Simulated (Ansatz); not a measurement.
Basis-set series for C₃H₄F₂GeO (`C#[C][Ge]([F])([F])[O]C`). The species carries charge 0 and has multiplicity 1. The structure was optimised at the PBE0-D4/def2-TZVP level. It is one conformer, not always the lowest.

```json
{"functional": "PBE0-D4", "basis": "def2-SVP", "functions": "136", "energy (Eh)": "-2467.42727", "HOMO (eV)": "-8.74", "LUMO (eV)": "-0.58"}
{"functional": "PBE0-D4", "basis": "def2-QZVPP", "functions": "551", "energy (Eh)": "-2468.23407", "HOMO (eV)": "-8.87", "LUMO (eV)": "-0.79"}
{"functional": "ωB97M-V", "basis": "def2-SVP", "functions": "136", "energy (Eh)": "-2467.86090", "HOMO (eV)": "-11.13", "LUMO (eV)": "1.60"}
{"functional": "ωB97M-V", "basis": "def2-QZVPP", "functions": "551", "energy (Eh)": "-2468.67641", "HOMO (eV)": "-11.28", "LUMO (eV)": "1.25"}
```

(1) Give the rows for def2-TZVPP. (Best estimate.)

Results:

(1) Computed: 
```json
{"functional": "PBE0-D4", "basis": "def2-TZVPP", "functions": "290", "energy (Eh)": "-2468.16646", "HOMO (eV)": "-8.84", "LUMO (eV)": "-0.73"}
{"functional": "ωB97M-V", "basis": "def2-TZVPP", "functions": "290", "energy (Eh)": "-2468.61187", "HOMO (eV)": "-11.24", "LUMO (eV)": "1.37"}
```

Positive LUMOs are unbound and depend on the basis. Scalar relativity is left out up to krypton.
